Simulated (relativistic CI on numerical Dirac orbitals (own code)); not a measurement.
Calculated levels, Pb⁸⁰⁺

Calculated at this level of theory: Dirac-Coulomb-Breit CI, KLI orbitals optimised for each configuration, a model potential for QED, unscaled Slater integrals (own radial code, finite nucleus).

Configurations in the expansion: 1s2, 1s.2s, 1s.2p, 1s.3s, 1s.3p, 1s.3d, 1s.4s, 1s.4p, 1s.4d, 1s.4f, 1s.5s, 1s.5p, 1s.5d, 1s.5f, 1s.5g, 1s.6s, 1s.6p, 1s.6d, 2s2. Levels of other configurations are missing.

| No. | Configuration | Term | J | E (eV) | % | Next component (%) | Landé g |
| --- | --- | --- | --- | --- | --- | --- | --- |
| 1 | 1s2 | 1S | 0 | 0.0 | 100 |  |  |
| 2 | 1s.2s | 3S | 1 | 73966.0 | 100 |  | 1.837 |
| 3 | 1s.2p | 3P° | 1 | 74097.6 | 67 | 33 1P° | 1.171 |
| 4 | 1s.2s | 1S | 0 | 74157.8 | 100 |  |  |
| 5 | 1s.2p | 3P° | 0 | 74162.4 | 100 |  |  |
| 6 | 1s.2p | 3P° | 2 | 76623.7 | 100 |  | 1.399 |
| 7 | 1s.2p | 1P° | 1 | 76680.3 | 67 | 33 3P° | 1.171 |
| 8 | 1s.3s | 3S | 1 | 88466.3 | 100 |  | 1.856 |
| 9 | 1s.3p | 3P° | 1 | 88500.8 | 67 | 33 1P° | 1.190 |
| 10 | 1s.3s | 1S | 0 | 88517.3 | 100 |  |  |
| 11 | 1s.3p | 3P° | 0 | 88517.5 | 100 |  |  |
| 12 | 1s.3p | 3P° | 2 | 89253.6 | 100 |  | 1.419 |
| 13 | 1s.3d | 3D | 2 | 89263.1 | 60 | 40 1D | 1.018 |
| 14 | 1s.3d | 3D | 1 | 89268.9 | 100 |  | 0.538 |
| 15 | 1s.3p | 1P° | 1 | 89270.9 | 67 | 33 3P° | 1.204 |
| 16 | 1s.3d | 3D | 3 | 89469.0 | 100 |  | 1.273 |
| 17 | 1s.3d | 1D | 2 | 89472.9 | 60 | 40 3D | 1.088 |
| 18 | 1s.4s | 3S | 1 | 93414.8 | 100 |  | 1.862 |
| 19 | 1s.4p | 3P° | 1 | 93428.6 | 67 | 33 1P° | 1.197 |
| 20 | 1s.4p | 3P° | 0 | 93435.2 | 100 |  |  |
| 21 | 1s.4s | 1S | 0 | 93435.4 | 100 |  |  |
| 22 | 1s.4p | 3P° | 2 | 93743.2 | 100 |  | 1.426 |
| 23 | 1s.4d | 3D | 2 | 93747.3 | 60 | 40 1D | 1.025 |
| 24 | 1s.4d | 3D | 1 | 93749.8 | 100 |  | 0.550 |
| 25 | 1s.4p | 1P° | 1 | 93750.5 | 67 | 33 3P° | 1.215 |
| 26 | 1s.4d | 3D | 3 | 93834.8 | 100 |  | 1.281 |
| 27 | 1s.4f | 3F° | 3 | 93835.0 | 57 | 43 1F° | 0.994 |
| 28 | 1s.4f | 3F° | 2 | 93836.0 | 100 |  | 0.697 |
| 29 | 1s.4d | 1D | 2 | 93836.5 | 60 | 40 3D | 1.098 |
| 30 | 1s.4f | 3F° | 4 | 93876.9 | 100 |  | 1.208 |
| 31 | 1s.4f | 1F° | 3 | 93877.7 | 57 | 43 3F° | 1.056 |
| 32 | 1s.5s | 3S | 1 | 95656.1 | 100 |  | 1.865 |
| 33 | 1s.5p | 3P° | 1 | 95663.0 | 67 | 33 1P° | 1.200 |
| 34 | 1s.5p | 3P° | 0 | 95666.3 | 100 |  |  |
| 35 | 1s.5s | 1S | 0 | 95666.4 | 100 |  |  |
| 36 | 1s.5p | 3P° | 2 | 95822.5 | 100 |  | 1.429 |
| 37 | 1s.5d | 3D | 2 | 95824.6 | 60 | 40 1D | 1.028 |
| 38 | 1s.5d | 3D | 1 | 95825.9 | 100 |  | 0.555 |
| 39 | 1s.5p | 1P° | 1 | 95826.3 | 67 | 33 3P° | 1.221 |
| 40 | 1s.5d | 3D | 3 | 95869.4 | 100 |  | 1.284 |
| 41 | 1s.5f | 3F° | 3 | 95869.5 | 57 | 43 1F° | 0.997 |
| 42 | 1s.5f | 3F° | 2 | 95870.1 | 100 |  | 0.701 |
| 43 | 1s.5d | 1D | 2 | 95870.3 | 60 | 40 3D | 1.102 |
| 44 | 1s.5g | 3G | 4 | 95891.1 | 55 | 45 1G | 0.988 |
| 45 | 1s.5f | 3F° | 4 | 95891.1 | 100 |  | 1.211 |

Energies count from the lowest computed level; ° marks odd parity.

The mean weight of the leading LS term, summed over parents, in these 45 levels is 85 %, and that of the leading jj configuration (from the same eigenvectors) 100 %, so jj coupling describes them better and the LS labels are nominal.

At this charge energies of transitions that change n are usually good to better than 1 %, and those within a shell (Δn = 0) to a few per cent.

LS names give the leading component of a level, which can be under half, so a name can repeat, a term be missing and a line seem to break the LS rules.
